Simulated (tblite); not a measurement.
Task: Write Cartesian coordinates for `N#C[C]([CH2+])/C=C\CO` [radical] as optimised with GFN2-xTB. (Charge +1 and doublet state.)

Result: 
```xyz
15
C6H7NO angstrom
C     -1.9302    0.0173   -0.1613
C     -1.1108    0.1370    0.9031
C     -1.6357    0.7584    2.0817
N     -2.0348    1.2928    3.0068
C      0.2413   -0.3490    1.0485
C      1.2013   -0.4191    0.0920
C      1.1323    0.1471   -1.2645
O      2.1763   -0.0867   -2.1169
H     -2.9077    0.4740   -0.1705
H     -1.6878   -0.6126   -1.0038
H      0.5100   -0.6484    2.0560
H      2.1319   -0.9104    0.3571
H      0.9918    1.2458   -1.2315
H      0.1862   -0.1965   -1.7473
H      2.7315   -0.8415   -1.8713
```

Any rigid rotation of these coordinates is as good. Atoms count from 1 in this order. C2 (carbon bonded to 3 C) is planar (angles 128.2°, 117.7° and 114.0°, sum 359.9°, 0.02 Å off the plane of its three neighbours). The C–C distances run from 1.349 Å (C1–C2, drawn single) to 1.472 Å (C6–C7, drawn single), a spread of 0.123 Å. Of the pairs four or more bonds apart, H10···H14 is among the closest relative to their van der Waals radii: 2.06 Å, 86 % of the sum of Bondi's values. C1 (carbon bonded to C and 2 H) is planar (angles 122.1°, 121.3° and 116.3°, sum 359.7°, 0.03 Å off the plane of its three neighbours).

Bonds between heavy atoms (Å): C1–C2 1.349, C2–C3 1.432, C3≡N4 1.140, C2–C5 1.444, C5=C6 1.357, C6–C7 1.472, C7–O8 1.368.

Computed geometry: GFN2-xTB, gas phase. This method treats the open shell by occupation alone, without spin polarisation.

Point group: C1 (no symmetry element, even within 0.4 Å). Its GFN2-xTB frequencies are all real (lowest 17 cm⁻¹). Torsions: H–C1–C2–C3 7° and -167°, C1–C2–C5–C6 35°, C5–C6–C7–O8 -177°, C6–C7–O8–H 20°.

One conformer stands for the species.
